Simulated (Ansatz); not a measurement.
Mulliken charges of CH5InO2 (`[CH3][In]([OH])[OH]`) from r2SCAN/def2-TZVPP in Ansatz (PBE0-D4/def2-TZVP geometry).

```tsv
atom	x (Å)	y (Å)	z (Å)	charge (e)
C1	-0.087	0.920	-1.366	-0.433
In2	0.123	-0.336	0.338	0.845
O3	1.441	-1.806	0.501	-0.552
O4	-0.899	-0.313	2.049	-0.539
H5	-1.126	0.929	-1.693	0.095
H6	0.212	1.936	-1.108	0.095
H7	0.548	0.549	-2.170	0.108
H8	1.365	-2.243	1.353	0.200
H9	-1.577	0.364	2.096	0.182
```

Question: By hand: the dipole of these point charges (1 e Å = 4.8032 D).

Answer: Σ q r = (-0.211, 0.432, -0.352) e Å, of length 0.596 e Å = 2.86 D.

Question: How does the dipole of the full density compare? (Estimate.)

Answer: The calculation gave: (-0.284, 0.468, -0.281) e Å, 2.96 D; the point charges give 0.97 times that, at 10° from its direction.

Point charges leave out the atoms' own dipoles, such as those of lone pairs, and Mulliken's split depends on the basis, so the close match here is no proof of good charges.
